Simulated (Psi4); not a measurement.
Br$_{2}$Ge, charge -1, doublet, geometry from GFN2-xTB (a state made from the parent by changing its charge; the spin is typed, not shown lowest) (a gas-phase anion, which may not be bound at this level); R2SCAN/6-311G** (Psi4).

Psi4 was given this input:
```
memory 2 GB

molecule {
-1 2
Ge    0.01772041    0.00659318    1.06702307
Br    1.10832851   -1.68300099   -0.49594218
Br   -1.12453002    1.67697294   -0.47962177
}

set {
  basis 6-311g**
  reference uks
}

energy('r2scan')
print_variables()
```

It wrote (shortened):

```
   => Loading Basis Set <=

    Name: 6-311G**
    Role: ORBITAL
    Keyword: BASIS

         ---------------------------------------------------------
                                   SCF
               by Justin Turney, Rob Parrish, Andy Simmonett
                          and Daniel G. A. Smith
                              UKS Reference
         ---------------------------------------------------------

  ==> Geometry <==

    Molecular point group: c2v
    Full point group: C2v

    Geometry (in Angstrom), charge = -1, multiplicity = 2:

       Center              X                  Y                   Z               Mass
    ------------   -----------------  -----------------  -----------------  -----------------
         GE          -0.000000000000     0.000000000000     1.059052711256    73.921177761000
         BR           0.000000000000    -2.017135864354    -0.495996406588    78.918337600000
         BR          -0.000000000000     2.017135864354    -0.495996406588    78.918337600000

  Running in c2v symmetry.

  Rotational constants: A =      0.13847  B =      0.02625  C =      0.02207 [cm^-1]
  Rotational constants: A =   4151.32404  B =    786.93520  C =    661.53332 [MHz]
  Nuclear repulsion =  626.084142230310022

  Charge       = -1
  Multiplicity = 2
  Electrons    = 103
  Nalpha       = 52
  Nbeta        = 51

  ==> Algorithm <==

  SCF Algorithm Type is DF.
  DIIS enabled.
  MOM disabled.
  Fractional occupation disabled.
  Guess Type is SAD.
  Energy threshold   = 1.00e-06
  Density threshold  = 1.00e-06
  Integral threshold = 1.00e-12

  ==> Primary Basis <==

  Basis Set: 6-311G**
    Blend: 6-311G**
    Number of shells: 54
    Number of basis functions: 132
    Number of Cartesian functions: 141
    Spherical Harmonics?: true
    Max angular momentum: 2

  ==> DFT Potential <==

   => LibXC <=

    Version 7.1.2
    S. Lehtola, C. Steigemann, M. J. T. Oliveira, and M. A. L. Marques,  SoftwareX 7, 1–5 (2018) (10.1016/j.softx.2017.11.002)

   => Composite Functional: R2SCAN <=

    r2SCAN Meta-GGA XC Functional  (0.1021/acs.jpclett.0c02405)
    J. W. Furness, A. D. Kaplan, J. Ning, J. P. Perdew, J. Sun  J. Phys. Chem. Lett.  11, 8208–8215, 2020

    Deriv               =              1
    GGA                 =           TRUE
    Meta                =           TRUE

    Exchange Hybrid     =          FALSE
    MP2 Hybrid          =          FALSE

   => Exchange Functionals <=

    1.0000   XC_MGGA_X_R2SCAN

   => Correlation Functionals <=

    1.0000   XC_MGGA_C_R2SCAN

   => LibXC Density Thresholds  <==

    XC_MGGA_C_R2SCAN:  1.00E-15
    XC_MGGA_X_R2SCAN:  1.00E-11

   => Molecular Quadrature <=

    Radial Scheme          =       TREUTLER
    Pruning Scheme         =           NONE
    Nuclear Scheme         =       TREUTLER

    Blocking Scheme        =         OCTREE
    BS radius alpha        =              1
    Pruning alpha          =              1
    Radial Points          =             75
    Spherical Points       =            302
    Total Points           =          63516
    Total Blocks           =            583
    Max Points             =            256
    Max Functions          =            103
    Weights Tolerance      =       1.00E-15

   => Loading Basis Set <=

    Name: (6-311G** AUX)
    Role: JKFIT
    Keyword: DF_BASIS_SCF

  ==> Integral Setup <==

  SCF_SUBTYPE=INCORE selected. In-core MEM_DF algorithm will be used.
  Using in-core AOs.

  ==> MemDFJK: Density-Fitted J/K Matrices <==

    J tasked:                   Yes
    K tasked:                    No
    wK tasked:                   No
    Algorithm:                 Core
    Schwarz Cutoff:           1E-12
    Mask sparsity (%):      21.7860
    Fitting Condition:        1E-10

   => Auxiliary Basis Set <=

  Basis Set: (6-311G** AUX)
    Blend: CC-PVTZ-JKFIT
    Number of shells: 153
    Number of basis functions: 621
    Number of Cartesian functions: 807
    Spherical Harmonics?: true
    Max angular momentum: 4

  Minimum eigenvalue in the overlap matrix is 1.0326490384E-02.
  Reciprocal condition number of the overlap matrix is 2.6760375545E-03.
    Using symmetric orthogonalization.

  ==> Pre-Iterations <==

  SCF Guess: Superposition of Atomic Densities via on-the-fly atomic UHF (no occupation information).

   -------------------------
    Irrep   Nso     Nmo
   -------------------------
     A1        52      52
     A2        16      16
     B1        23      23
     B2        41      41
   -------------------------
    Total     132     132
   -------------------------

  ==> Iterations <==

                           Total Energy        Delta E     RMS |[F,P]|

   @DF-UKS iter SAD: -7218.69404530701377   -7.21869e+03   0.00000e+00
   @DF-UKS iter   1: -7222.65841495847963   -3.96437e+00   6.47780e-02 DIIS/ADIIS
   @DF-UKS iter   2: -7203.55728686106704    1.91011e+01   1.62144e-01 ADIIS
   @DF-UKS iter   3: -7224.19137854738801   -2.06341e+01   4.68401e-02 DIIS/ADIIS
   @DF-UKS iter   4: -7225.26044905751678   -1.06907e+00   7.76960e-03 DIIS/ADIIS
   @DF-UKS iter   5: -7225.29688203769183   -3.64330e-02   2.87976e-03 DIIS/ADIIS
   @DF-UKS iter   6: -7225.31407575252706   -1.71937e-02   7.58574e-04 DIIS/ADIIS
   @DF-UKS iter   7: -7225.31655777857213   -2.48203e-03   9.49750e-05 DIIS
   @DF-UKS iter   8: -7225.31658342276751   -2.56442e-05   3.05766e-05 DIIS
   @DF-UKS iter   9: -7225.31658657899061   -3.15622e-06   5.36044e-06 DIIS
   @DF-UKS iter  10: -7225.31658670662000   -1.27629e-07   1.73249e-06 DIIS
   @DF-UKS iter  11: -7225.31658672310823   -1.64882e-08   5.66262e-07 DIIS
  Energy and wave function converged.

  ==> Post-Iterations <==

   Electrons on quadrature grid:
      Nalpha   =   51.9999838005 ; deviation = -1.620e-05
      Nbeta    =   50.9999844509 ; deviation = -1.555e-05
      Ntotal   =  102.9999682513 ; deviation = -3.175e-05

   @Spin Contamination Metric:   5.802438816E-03
   @S^2 Expected:                7.500000000E-01
   @S^2 Observed:                7.558024388E-01
   @S   Expected:                5.000000000E-01
   @S   Observed:                5.000000000E-01

    Orbital Energies [Eh]
    ---------------------

    Alpha Occupied:

[...]
       9B1     0.020030

    Alpha Virtual:

[...]
    Beta Occupied:

[...]
    Beta Virtual:

[...]
    Final Occupation by Irrep:
             A1    A2    B1    B2
    DOCC [    21,    6,    8,   16 ]
    SOCC [     0,    0,    1,    0 ]
    NA   [    21,    6,    9,   16 ]
    NB   [    21,    6,    8,   16 ]

  @DF-UKS Final Energy: -7225.31658672310823

   => Energetics <=

    Nuclear Repulsion Energy =            626.0841422303100217
    One-Electron Energy =              -11331.6307975665222330
    Two-Electron Energy =                3742.1549393062578019
    DFT Exchange-Correlation Energy =    -261.9248706931530251
    Empirical Dispersion Energy =           0.0000000000000000
    VV10 Nonlocal Energy =                  0.0000000000000000
    Total Energy =                      -7225.3165867231082302

  UHF NO Occupations:
  HONO-2 :   16 B2 1.9998389
  HONO-1 :   21 A1 1.9975010
  HONO-0 :    9 B1 1.0000000
  LUNO+0 :   22 A1 0.0024990
  LUNO+1 :   17 B2 0.0001611
  LUNO+2 :   10 B1 0.0000989
  LUNO+3 :   23 A1 0.0000815

Computation Completed

Properties will be evaluated at   0.000000,   0.000000,   0.000000 [a0]

Properties computed using the SCF density matrix

 Multipole Moments:

 ------------------------------------------------------------------------------------
     Multipole            Electronic (a.u.)      Nuclear  (a.u.)        Total (a.u.)
 ------------------------------------------------------------------------------------

 L = 1.  Multiply by 2.5417464519 to convert [e a0] to [Debye]
 Dipole X            :          0.0000000            0.0000000            0.0000000
 Dipole Y            :          0.0000000            0.0000000            0.0000000
 Dipole Z            :          1.9522727           -1.5685893            0.3836834
 Magnitude           :                                                    0.3836834

 ------------------------------------------------------------------------------------

  Variable Map:
  ----------------------------------------------------------------------------
[...]
  Array Variable Map:
  ----------------------------------------------------------------------------
[...]
[...]
```
